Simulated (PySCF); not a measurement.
[Mn(OH)6]2- holds Mn(IV), d3, at total charge -2. The structure is a PBE0-D3(BJ)/def2-SVP, IEF-PCM water geometry optimised for multiplicity 4; coordination octahedral, point group S6, metal–donor distances 1.91 Å.

The d shell alone is too small an active space for [Mn(OH)6]2- (an active orbital has only 0.68 squared overlap with the free ion's shell): its levels, fitted parameters, g values and moments show what this model gives and aren't sound predictions.

```
13

Mn    0.000    0.000    0.000
O     0.045    1.905    0.045
H     0.013    1.969    1.010
O    -0.045   -1.905   -0.045
H    -0.013   -1.969   -1.010
O     0.045    0.045    1.905
H     1.010    0.013    1.969
O    -0.045   -0.045   -1.905
H    -1.010   -0.013   -1.969
O     1.905    0.045    0.045
H     1.969    1.010    0.013
O    -1.905   -0.045   -0.045
H    -1.969   -1.010   -0.013
```

Method (PySCF 2.14, density fitting): CASSCF(3,5) with orbitals averaged over all microstates of the shell, strongly contracted NEVPT2 on the averaged canonical orbitals; basis x2c-TZVPall on the metal, x2c-SVPall elsewhere; spin-free X2C; IEF-PCM water; spin-orbit coupling by state interaction with the mean-field operator over all roots.

Task: Which term lies lowest, and with what spin?

Result: 4Ag (from 4A2g) (S = 3/2, orbital degeneracy 1), with 3.0 electrons in the lower (t2g-type) set and 0.0 in the upper (eg-type) set, by NEVPT2.

Task: Where do the spin-allowed transitions within the shell lie?

Result: By NEVPT2: 4Eg (from 4T2g) at 31660 cm⁻¹ (316 nm); 4Ag (from 4T2g) at 31913 cm⁻¹ (313 nm); 4Ag (from 4T1g) at 39856 cm⁻¹ (251 nm); 4Eg (from 4T1g) at 40436 cm⁻¹ (247 nm); 4Eg (from 4T1g) at 64773 cm⁻¹; 4Ag (from 4T1g) at 66359 cm⁻¹. All are electric-dipole forbidden at this geometry.

Task: Which is the lowest state of another spin?

Result: 2Eg at 19136 cm⁻¹ by NEVPT2; CASSCF alone puts it at 20699 cm⁻¹ above the same ground state.

Task: What ligand-field parameters describe the result?

Result: At CASSCF level (the NEVPT2 levels don't fit a ligand-field model well): orbital energies 0, 0, 385, 22607, 22607 cm⁻¹; 10Dq = 22478 cm⁻¹ (difference of the means of the two sets); B = 993 cm⁻¹; C = 3961 cm⁻¹; B over its free-ion value at the same level 0.747; the fit misses the states by 1065 cm⁻¹ rms, so splittings below that are unsure; ζ = 339 cm⁻¹ (free ion 412).

Task: What magnetic behaviour follows?

Result: The ground multiplet follows a spin Hamiltonian with S = 3/2, g = 1.981, 1.981, 1.982, D = 0.42 cm⁻¹, E/|D| = 0.00 (spin-orbit part alone); the lowest levels hold 100 % of the spin-free ground state. μeff is 3.85 μB at 300 K and 3.84 μB at 10 K; the spin-only value is 3.88 μB.

Charge-transfer states lie outside this active space and may come lower than some of these levels. NEVPT2 lifts 4Ag (from 4T2g) from 23122 to 31913 cm⁻¹; on the d shell alone it tends to overshoot states that fill the eg-type orbitals. NEVPT2 on the d shell alone tends to put d–d bands too high for such charged or covalently bound ions.

The job took 16 s on one thread of Arm Neoverse V1 (shared host), with 162 basis functions and a peak of 0.72 GiB, launched as `OMP_NUM_THREADS=1 python lf_run.py task.json out`.
